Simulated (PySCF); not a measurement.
Isomers of C9H9Cl. Theory: PBE0-D3(BJ)/def2-SVP geometry optimisation, gas phase in PySCF 2.14.0. Energies are electronic, without zero-point or thermal terms, for one conformer each. No frequencies were run at this level. Point groups hold within 0.08 Å.

Question: Rank from lowest to highest electronic energy at this level (kcal/mol).
A. `[CH2:1]=[CH:2][CH2:3][c:4]1[cH:5][cH:6][c:7]([Cl:8])[cH:9][cH:10]1` with C1–C2–C3–C4 -119°, C2–C3–C4–C5 46°
B. `[Cl:1][c:2]1[cH:3][cH:4][c:5]([CH:6]2[CH2:7][CH2:8]2)[cH:9][cH:10]1` with C4–C5–C6–C7 144°
C. `[CH2:1]=[C:2]([CH3:3])[c:4]1[cH:5][cH:6][c:7]([Cl:8])[cH:9][cH:10]1` with C1–C2–C4–C5 -155°
D. `CC#C[C@]1(Cl)C=CC=C1C`
E. `[CH2:1]=[CH:2][C:3]1=[CH:4][CH:5]=[C:6]([Cl:7])[CH:8]=[CH:9][CH2:10]1` with C1–C2–C3–C4 177°, C3–C4–C5–C6 31°, C5–C6–C8–C9 -33°, C8–C9–C10–C3 71°, C2–C3–C10–C9 112°

Answer: C (0.0), B (3.9), A (4.6), E (30.5), D (56.0).

As drawn, the lowest has an aromatic ring, which the highest lacks; the highest has a C≡C bond, which the lowest lacks. Neighbours under 2.5 kcal/mol apart (Clc1ccc(C2CC2)cc1 and C=CCc1ccc(Cl)cc1) can change places with a better method, another conformer or zero-point energy.

```json
{"SMILES": "C=C(C)c1ccc(Cl)cc1", "E (Eh)": "-807.61945", "E rel (kcal/mol)": "0.0", "dipole (D)": "1.70", "point group": "–", "A, B, C (MHz)": "3579, 556.1, 488.2"}
{"SMILES": "Clc1ccc(C2CC2)cc1", "E (Eh)": "-807.61316", "E rel (kcal/mol)": "3.9", "dipole (D)": "2.23", "point group": "Cs", "A, B, C (MHz)": "4069, 533.6, 489.9"}
{"SMILES": "C=CCc1ccc(Cl)cc1", "E (Eh)": "-807.61216", "E rel (kcal/mol)": "4.6", "dipole (D)": "1.79", "point group": "C1", "A, B, C (MHz)": "3753, 501.6, 452.6"}
{"SMILES": "C=CC1=CC=C(Cl)C=CC1", "E (Eh)": "-807.57082", "E rel (kcal/mol)": "30.5", "dipole (D)": "1.80", "point group": "C1", "A, B, C (MHz)": "3300, 604.7, 531.5"}
{"SMILES": "CC#C[C@]1(Cl)C=CC=C1C", "E (Eh)": "-807.53021", "E rel (kcal/mol)": "56.0", "dipole (D)": "2.22", "point group": "C1", "A, B, C (MHz)": "1444, 836.4, 778.7"}
```
